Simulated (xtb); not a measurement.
Cl₂O₂W, triplet, geometry from GFN2-xTB (such geometries of metal compounds can be far from the true shape) (the multiplicity is a formal guess); xtb 6.7.1 with GFN2-xTB with ALPB(cs2).

xtb was given this input:
```
$ xtb mol.xyz --gfn 2 --uhf 2 --alpb cs2 --json

# file mol.xyz
5

W      0.37433821    -0.07415431     0.12270466
O      1.49271735    -0.62827810    -1.01392940
O      0.74820365     0.18436419     1.74848290
Cl    -0.97950147     1.60541944    -0.73627097
Cl    -1.70452181    -1.07372945    -0.14352742
```

Q: Write the output that xtb gives for this input, abridged.

A: 
```
   ID    Z sym.   atoms
    1   74 W      1
    2    8 O      2, 3
    3   17 Cl     4, 5

           -------------------------------------------------
          |                Calculation Setup                |
           -------------------------------------------------

           -------------------------------------------------
          |                 G F N 2 - x T B                 |
           -------------------------------------------------

      * Solvation model:               ALPB
        Solvent                        cs2
        Parameter file                 internal GFN2-xTB/ALPB
        Dielectric constant                2.6400E+00
        Reference state                gsolv [1 M gas/solution]
        Free energy shift                  4.9805E-03 Eh       3.1253E+00 kcal/mol
        Temperature                        2.9815E+02 K
        Density                            1.2600E+00 kg/L
        Solvent mass                       7.6140E+01 g/mol
        Interaction kernel             P16
        Born radius scaling (c1)           1.3548E+00
        Born radii integrator          GBOBC
        Born offset                        0.0000E+00 a0       0.0000E+00 AA
        H-bond correction              false
        Ion screening                  false
        Surface tension                    1.0000E-05 Eh       1.5569E+01 dyn/cm
        Grid points                               230 per atom

          ...................................................
          :                      SETUP                      :
          :.................................................:
          :  # basis functions                  38          :
          :  # atomic orbitals                  35          :
          :  # shells                           13          :
          :  # electrons                        32          :
          :  max. iterations                   250          :
          :  Hamiltonian                  GFN2-xTB          :
          :  restarted?                      false          :
          :  GBSA solvation                   true          :
          :  PC potential                    false          :
          :  electronic temp.          300.0000000     K    :
          :  accuracy                    1.0000000          :
          :  -> integral cutoff          0.2500000E+02      :
          :  -> integral neglect         0.1000000E-07      :
          :  -> SCF convergence          0.1000000E-05 Eh   :
[...]
         :: total energy             -19.694495666956 Eh    ::
[...]
       ...                                ...                  ...
        35                          0.9887329              26.9048
      -------------------------------------------------------------
                  HL-Gap            0.0887465 Eh            2.4149 eV
             Fermi-level           -0.4009298 Eh          -10.9099 eV

     #   Z          covCN         q      C6AA      α(0)
     1  74 W        3.376     0.727   433.882    45.941
     2   8 O        0.830    -0.408    21.855     6.267
     3   8 O        0.830    -0.408    21.855     6.267
     4  17 Cl       1.067     0.045    97.889    15.137
     5  17 Cl       1.067     0.045    97.889    15.137

 Mol. C6AA /au·bohr⁶  :       2438.816447
 Mol. C8AA /au·bohr⁸  :     184678.591591
 Mol. α(0) /au        :         88.748866

Wiberg/Mayer (AO) data.
largest (>0.10) Wiberg bond orders for each atom

 ---------------------------------------------------------------------------
     #   Z sym  total        # sym  WBO       # sym  WBO       # sym  WBO
 ---------------------------------------------------------------------------
     1  74 W    6.208 --     3 O    2.056     2 O    2.056     5 Cl   1.048
                             4 Cl   1.048
     2   8 O    2.271 --     1 W    2.056
     3   8 O    2.271 --     1 W    2.056
     4  17 Cl   1.438 --     1 W    1.048     5 Cl   0.244
     5  17 Cl   1.438 --     1 W    1.048     4 Cl   0.244
 ---------------------------------------------------------------------------

Topologies differ in total number of bonds
Writing topology from bond orders to xtbtopo.mol

molecular dipole:
                 x           y           z       tot (Debye)
 q only:       -1.440       0.285      -0.472
   full:       -1.150       0.228      -0.377       3.131
molecular quadrupole (traceless):
                xx          xy          yy          xz          yz          zz
 q only:       -0.163       1.702       4.437       0.858      -2.378      -4.274
  q+dip:       -3.126       2.343       5.269      -0.891      -1.618      -2.143
   full:       -3.168       2.587       5.898      -0.781      -1.948      -2.731

           -------------------------------------------------
          | TOTAL ENERGY              -19.694495666956 Eh   |
          | GRADIENT NORM               0.002586282669 Eh/α |
          | HOMO-LUMO GAP               2.414916133480 eV   |
           -------------------------------------------------

normal termination of xtb
```
